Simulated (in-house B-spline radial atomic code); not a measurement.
Ionising Ti²⁺ with different functionals

Computed with a radial B-spline atomic code at the basis-set limit: non-relativistic Hamiltonian, point nucleus, spin-polarised at highest spin, spherical fractional occupations for the functionals, and exact exchange of hybrids averaged over the configuration. The ionisation energy is the difference of two self-consistent energies, [Ar] 3d2 → [Ar] 3d1, without Breit or QED terms; ε is the level of the shell that loses the electron (its least bound occupied spin orbital).

| method | rung | ΔSCF (eV) | -ε(3d) (eV) |
| --- | --- | --- | --- |
| PBE0 | global hybrid | 27.59 | 22.45 |
| B3LYP | global hybrid | 27.72 | 22.14 |
| TPSSh | global hybrid | 27.49 | 21.11 |
| M06-2X | global hybrid | 27.28 | 24.53 |
| BHandHLYP | global hybrid | 27.40 | 24.31 |
| r2SCAN0 | global hybrid | 27.41 | 22.35 |
| B97-1 | global hybrid | 27.43 | 21.92 |
| HSE06 | range-separated hybrid | 27.58 | 22.02 |
| wB97X | range-separated hybrid | 27.26 | 24.75 |
| CAM-B3LYP | range-separated hybrid | 27.71 | 24.03 |
| LC-wPBE | range-separated hybrid | 27.70 | 25.40 |

(1) Among the functionals, which spreads more, the ΔSCF values or the orbital energies?

(2) How do they compare with the NIST value?

Answers

(1) The orbital energies: ΔSCF values span about 0.46 eV and the orbital energies 4.29 eV; here energy differences depend much less on the functional than eigenvalues do.

(2) NIST lists 27.492 eV (measured, ground level to ground level). Errors run from -0.23 to +0.23 eV; TPSSh is closest (-0.00 eV), but part of that can be cancellation, since the calculations leave out relativity, Breit-QED terms, multiplet and fine-structure energies.
